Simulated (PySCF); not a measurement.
F3OSi, SMILES [O][Si](F)(F)F, multiplicity 2.

Coordinates come from a B3LYP-D3(BJ)/def2-SVP optimisation. The isomer is the one that the SMILES or the coordinates give; other isomers of the formula were not compared.

Calculation: SMD-ωB97X/6-31G* (PySCF).

Solvation free energies are E(SMD) − E(gas) at the gas-phase geometry, for 1 M in both phases. In vacuum the dipole moment is 0.13 D.

Computed solvation free energies in water, tetrahydrofuran, methanol:
| solvent | ΔG(solv) (kcal/mol) | its non-electrostatic (CDS) part | dipole (D) |
|---|---|---|---|
| water | 0.1 | 2.4 | 0.16 |
| tetrahydrofuran | -1.5 | -0.2 | 0.13 |
| methanol | -0.6 | 1.6 | 0.16 |
